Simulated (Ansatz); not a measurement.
`BOC1CO1` and `[GeH3][O]C1CO1` differ in one atom or group.

Ansatz, PBE0-D4/def2-TZVP geometries, multiplicity 1. Each molecule was computed in one conformer, which needn't be the lowest.

Scalar relativity is left out up to krypton.

| property | `BOC1CO1` |
| --- | --- |
| HOMO energy (PBE0/def2-TZVPP) / eV | -8.50 |
| HOMO–LUMO gap (PBE0/def2-TZVPP) / eV | 7.77 |
| size of the dipole moment (ωB97M-V/def2-TZVPP) / D | 2.21 |
| HOMO–LUMO gap (PBE/def2-TZVPP) / eV | 5.14 |
| HOMO energy (B3LYP/def2-TZVPP) / eV | -8.25 |
| HOMO energy (ωB97M-V/def2-TZVPP) / eV | -10.92 |

Give the same properties after the change, and the shifts. (Estimate.)

Computed: 
| property | `[GeH3][O]C1CO1` | shift |
| --- | --- | --- |
| HOMO energy (PBE0/def2-TZVPP) / eV | -7.79 | 0.71 |
| HOMO–LUMO gap (PBE0/def2-TZVPP) / eV | 7.94 | 0.17 |
| size of the dipole moment (ωB97M-V/def2-TZVPP) / D | 3.11 | 0.90 |
| HOMO–LUMO gap (PBE/def2-TZVPP) / eV | 5.59 | 0.45 |
| HOMO energy (B3LYP/def2-TZVPP) / eV | -7.57 | 0.68 |
| HOMO energy (ωB97M-V/def2-TZVPP) / eV | -10.14 | 0.78 |

With PBE0 the HOMO rises by 0.71 eV and the LUMO rises by 0.88 eV, so the gap widens by about 0.17 eV. PBE moves the HOMO by 0.56 eV and ωB97M-V by 0.78 eV. Dipoles are sizes alone; their direction can turn.

B3LYP here is the variant with VWN-RPA as its local correlation; programs differ in this.
